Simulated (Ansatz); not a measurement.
`C=C[O][GeH2][F]` at its PBE0-D4/def2-TZVP geometry, where that method's forces vanish. Total charge 0; spin multiplicity 1.

```json
{"atom": "C1", "x (Å)": "-1.491", "y (Å)": "0.400", "z (Å)": "0.415"}
{"atom": "C2", "x (Å)": "-0.937", "y (Å)": "0.370", "z (Å)": "-0.790"}
{"atom": "O3", "x (Å)": "0.382", "y (Å)": "0.262", "z (Å)": "-1.076"}
{"atom": "Ge4", "x (Å)": "1.526", "y (Å)": "-0.508", "z (Å)": "0.039"}
{"atom": "F5", "x (Å)": "1.727", "y (Å)": "0.526", "z (Å)": "1.419"}
{"atom": "H6", "x (Å)": "-0.906", "y (Å)": "0.372", "z (Å)": "1.328"}
{"atom": "H7", "x (Å)": "-2.565", "y (Å)": "0.483", "z (Å)": "0.503"}
{"atom": "H8", "x (Å)": "-1.534", "y (Å)": "0.447", "z (Å)": "-1.695"}
{"atom": "H9", "x (Å)": "0.941", "y (Å)": "-1.821", "z (Å)": "0.564"}
{"atom": "H10", "x (Å)": "2.856", "y (Å)": "-0.531", "z (Å)": "-0.707"}
```

Q: For each bond, give half the difference of the two atoms' forces along it (eV/Å; positive pushes the atoms apart) under PBE-D4, r2SCAN-D4, B3LYP-D4, ωB97M-V in def2-TZVPP. (Best estimate.)

A: Computed: 
```csv
bond,length (Å),PBE-D4,r2SCAN-D4,B3LYP-D4,ωB97M-V
C1–C2,1.327,0.29,0.13,0.07,-0.08
C1–H6,1.084,0.00,-0.08,-0.09,-0.05
C1–H7,1.081,0.00,-0.06,-0.08,-0.04
C2–O3,1.354,0.17,0.22,0.23,0.33
C2–H8,1.087,0.00,-0.10,-0.19,-0.16
O3–Ge4,1.774,0.33,0.04,0.14,-0.03
Ge4–F5,1.736,0.51,0.03,0.29,0.13
Ge4–H9,1.530,-0.05,-0.07,-0.08,-0.12
Ge4–H10,1.525,-0.03,-0.05,-0.12,-0.13
```

B3LYP here is the variant with VWN-RPA as its local correlation; programs differ in this.
